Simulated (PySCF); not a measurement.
# Dipole response of O⁺ (oxygen, charge +1)

[He] 2s1 2p3 3s1, high-spin 6S determinant (an excited configuration). All numbers are calculated (PySCF 2.14, the spin-free X2C one-electron Hamiltonian (Gaussian nucleus), in aug-cc-pCVTZ-DK with one added diffuse shell each of s, p, d, f type (8s7p5d3f, 75 functions)). Coupled (time-dependent) response in atomic units; α is the mean over directions.

```json
{"method": "UHF", "mean α (bohr³)": "90.69", "C₆ (like pair)": "624.1", "S(−4)": "9197"}
{"method": "PBE", "mean α (bohr³)": "75.14", "C₆ (like pair)": "469.7", "S(−4)": "6410"}
{"method": "PBE0", "mean α (bohr³)": "79.88", "C₆ (like pair)": "515.1", "S(−4)": "7213"}
{"method": "CAM-B3LYP", "mean α (bohr³)": "77.86", "C₆ (like pair)": "494.4", "S(−4)": "6898"}
{"method": "TPSSh", "mean α (bohr³)": "83.99", "C₆ (like pair)": "556.1", "S(−4)": "7938"}
```

S(−4) is the Cauchy moment in α(ω) = α(0) + S(−4) ω² + …

α(iu) at CAM-B3LYP:

| u (hartree) | α(iu) (bohr³) |
| --- | --- |
| 0 | 77.86 |
| 0.0500 | 63.79 |
| 0.100 | 41.59 |
| 0.200 | 17.94 |
| 0.300 | 9.659 |
| 0.500 | 4.363 |
| 0.750 | 2.427 |
| 1.00 | 1.651 |
| 1.50 | 0.9785 |
| 2.00 | 0.6682 |
| 3.00 | 0.3740 |
| 5.00 | 0.1655 |

A single London oscillator, α(iu) = α/(1 + u²/ω²), gives C₆ = (3/4) ω α². Matching the computed C₆ needs ω = 4 × 494.4 / (3 × 77.86²) = 0.109 hartree.

For an ion, C₆ is the dispersion term alone; charge-induced terms of lower order in 1/R come first.

The outer electron is Rydberg-like, and this basis confines it to a smaller radius and binds it less than a complete one would.
